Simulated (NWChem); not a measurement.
# Extrapolating the UMP2 correlation energy of HO$_{2}$

```
O
H 1 0.9811
O 1 1.3168 2 105.95
```
Charge 0, spin multiplicity 2.

Everything below was run with NWChem. The geometry was optimised at UB3LYP/def2-SVP, a minimum by its harmonic frequencies.

The correlated methods keep 2 core orbitals frozen. The structure started from a generated list of species. The unpaired electrons of the parent sit in orbitals of symmetry a" (Cs labels of the run); other states weren't searched. No SCF solution was tested for a lower state. Open-shell Hartree-Fock references start from PBE0 orbitals; any time given for them includes that run.

Worked example. The UMP2 correlation energy is -443.01 mHa in cc-pVTZ and -479.42 mHa in cc-pVQZ. The form E(X) = E∞ + A/X³ turns the pair into an estimate of the basis-set limit.

E∞ = (4³·(-479.42) − 3³·(-443.01))/(4³ − 3³) = -506.0 mHa. The larger basis holds 95 % of that, at about 7 times the processor time of the smaller one. This is a two-point estimate.
